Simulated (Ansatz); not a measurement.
Coupled-cluster diagnostics for [Cu(NH2)2]- (CuN2H4⁻), Ansatz.

Geometry of the singlet (r2SCAN-D4/def2-TZVPD):

```xyz
7

Cu   -0.004   -0.078   -0.096
N     1.689   -0.751    0.275
H     2.001   -0.471    1.207
H     2.393   -0.354   -0.352
N    -1.702    0.484   -0.602
H    -1.959    1.352   -0.128
H    -2.418   -0.182   -0.304
```

Correlated methods freeze 11 core orbitals.

Estimate the CCSD(T) correlation energy, the shares of MP2 and (T), T1 and the reference's ⟨S²⟩ for: charge -1, singlet, own geometry in def2-TZVPPD; and the rough time on 4 threads of Intel Xeon Platinum 8488C on a shared host.


| state | basis | correlation (eV) | MP2 share (%) | (T) share (%) | T1 | ⟨S²⟩ (pure) | wall time | remarks |
| --- | --- | --- | --- | --- | --- | --- | --- | --- |
| charge -1, singlet, own geometry | def2-TZVPPD | -27.403 | 102.9 | 4.6 | 0.025 | 0.00 (0.00) | 33 s | test for broken spin undecided |
Customary marks for T1 are 0.02 (closed shells), 0.045 (open shells) and about 0.05 (3d metals). T1 exceeds 0.02 in 1 of 1 rows and 0.045 in 0; the higher it lies, the less the single-reference result can be trusted.
